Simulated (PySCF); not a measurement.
# Co: ionisation energy

Co [Ar] 3d7 4s2 (4F) → Co⁺ [Ar] 3d8 (3F), as a difference of total energies. All numbers are calculated (PySCF 2.14, no relativity, point nucleus, in aug-cc-pVTZ). Correlated levels: valence: [Ar] frozen. The calculations carry no spin-orbit coupling.

| method | ionisation energy (eV) |
| --- | --- |
| UHF | 7.849 |
| LDA | 7.380 |
| PBE | 7.283 |
| PBE0 | 7.381 |
| r2SCAN | 7.396 |
| B3LYP | 7.606 |
| wB97X | 7.289 |
| M06 | 7.350 |
| B97-3 | 7.425 |
| MP2 (valence) | 6.948 |
| SCS-MP2 (valence) | 6.977 |

Q: How much does correlation contribute at MP2 (valence)?

A: 6.948 − (7.849) = -0.901 eV, measured against UHF.

A first-order spin-orbit estimate (lowest level to lowest level, LS coupling) adds 0.008 eV.

These non-relativistic numbers lack the scalar-relativistic shift.

Errors of the correlated levels include the incompleteness of this basis and the frozen core.

MP2 underrates the near-degeneracy of ns² with np² in the lower species.

For comparison: 7.881 eV (measured; NIST Atomic Spectra Database, ionization energies).
